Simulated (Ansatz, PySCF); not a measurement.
TiClO, SMILES [O]=[Ti+][Cl], charge +1, multiplicity 1. Atoms are numbered in the order given.

```xyz
3

Ti     0.3967     0.5900     0.0000
Cl    -0.1291    -1.4729     0.0000
O     -0.8983     1.4389     0.0000
```
Charge +1, spin multiplicity 1.

Geometry: PBE0-D3(BJ)/def2-TZVP. The spin state was assumed, not searched. The isomer is the one that the SMILES or the coordinates give; other isomers of the formula were not compared.

Two levels are set side by side: PBE-D3(BJ)/def2-TZVP (Ansatz, a first-principles code) and PBE0-D3(BJ)/def2-TZVP (Ansatz). Each level has its own optimised geometry; the coordinates shown are those of the second. Frequencies come from the Hessian of PySCF at each geometry. Differences are taken from unrounded values.

| quantity | PBE0-D3(BJ) |
|---|---|
| mean bond length (Å) | 1.839 |
| bond Ti1–Cl2 (Å) | 2.129 |
| bond Ti1–O3 (Å) | 1.548 |
| highest harmonic wavenumber (cm⁻¹) | 1175 |
| mean harmonic wavenumber (cm⁻¹) | 649 |
| zero-point energy (kcal/mol) | 2.78 |

Q: What does PBE-D3(BJ) give, and how far is it from PBE0-D3(BJ)? (The exact figures need the calculation; the answer reports its results.)

A: 
```csv
quantity,PBE-D3(BJ),PBE-D3(BJ) minus PBE0-D3(BJ)
mean bond length (Å),1.860,0.022
bond Ti1–Cl2 (Å),2.144,0.015
bond Ti1–O3 (Å),1.577,0.028
highest harmonic wavenumber (cm⁻¹),1096,-79
mean harmonic wavenumber (cm⁻¹),613,-36
zero-point energy (kcal/mol),2.63,-0.15
```

Exact exchange shortens and stiffens bonds; PBE has none. Differences between two approximate levels are no errors against the true value.
